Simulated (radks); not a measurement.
Values are calculated unless marked as measured or tabulated.
Excited configurations of Mo2+: one electron is placed in a higher orbital outside [Kr] 4d3. The ground configuration is [Kr] 4d4. Code: a radial shooting solver on a logarithmic mesh with Libxc functionals. Model: Dirac Kohn-Sham, PBE, spin-unpolarised, spherical densities, finite nucleus; open shells fill j = l - 1/2 first; Fermi nuclear charge, rms radius 4.4091 fm. Excitation = E - E(ground); binding = E(ion) - E, where the ion is the core of charge +3; n* = 3/sqrt(2 binding) in atomic units, and the quantum defect is n - n*.

| outer orbital | excitation (eV) | binding (eV) | n* | quantum defect | eigenvalue (eV) | <r> (bohr) |
|---|---|---|---|---|---|---|
| 4f5/2 | 18.608 | 8.216 | 3.860 | 0.140 | -6.352 | 5.274 |
| 5s1/2 | 3.946 | 22.878 | 2.313 | 2.687 | -19.168 | 2.855 |
| 5p1/2 | 9.085 | 17.739 | 2.627 | 2.373 | -14.605 | 3.333 |
| 5d3/2 | 15.927 | 10.898 | 3.352 | 1.648 | -8.924 | 4.831 |
| 5f5/2 | 21.234 | 5.591 | 4.680 | 0.320 | -4.570 | 9.063 |
| 6s1/2 | 15.747 | 11.078 | 3.325 | 2.675 | -9.493 | 5.710 |
| 6p1/2 | 17.498 | 9.326 | 3.623 | 2.377 | -7.945 | 6.494 |
| 6d3/2 | 20.209 | 6.616 | 4.302 | 1.698 | -5.574 | 8.610 |
| 6f5/2 | 22.889 | 3.936 | 5.577 | 0.423 | -3.322 | 13.91 |
| 7p1/2 | 21.021 | 5.803 | 4.593 | 2.407 | -5.001 | 10.56 |
| 7f5/2 | 23.927 | 2.898 | 6.500 | 0.500 | -2.489 | 19.74 |

Estimate the row for 7s1/2.

Answer. excitation (eV) 20.176; binding (eV) 6.648; n* 4.292; quantum defect 2.708; eigenvalue (eV) -5.735; <r> (bohr) 9.474. The Delta-SCF ionisation energy is 26.825 eV (NIST Atomic Spectra Database: 27.1 eV, semi-empirical). Self-interaction in the functional shifts the binding energies and quantum defects, so they are the method's values and not measured ones. Spin polarisation and multiplet splitting are left out, so open shells lie too high by an amount that depends on their filling.

Beside tabulated values, note that spin-unpolarised runs miss the spin-polarisation part of the exchange energy of open shells.
